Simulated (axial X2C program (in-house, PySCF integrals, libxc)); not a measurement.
## Which molecule has these constants?

All values come from calculations with an axial X2C code built on PySCF integrals, spin-free (one-electron X2C) or two-component (2c: spin–orbit coupling with atomic mean-field Coulomb and Gaunt terms, which also bring small scalar terms), in Dyall basis sets with cores contracted in-house; open shells are unrestricted.

A two-component PBE0 calculation in a Dyall 3-zeta basis gave Re = 1.318 Å, ωe = 2204.9 cm⁻¹, De = 2.95 eV, Ω = 0.

Which molecule is it?
A. SrH⁺
B. CaH⁺
C. BaH⁺
D. BeH⁺
E. MgH⁺

D. The others have MgH⁺ 1.654 Å and 1727.8 cm⁻¹ (Ω = 0); SrH⁺ 2.019 Å and 1429.1 cm⁻¹ (Ω = 0); CaH⁺ 1.877 Å and 1527.2 cm⁻¹ (Ω = 0); BaH⁺ 2.120 Å and 1373.0 cm⁻¹ (Ω = 0).

Each entry is the lowest single determinant of a limited PBE0 search at one distance. De goes to single-determinant-based atoms at the same level (for ions the charge split of lowest energy) and is withheld (n/a) where an atom does not fit its ground term or J level. Main or longest-lived isotopes.
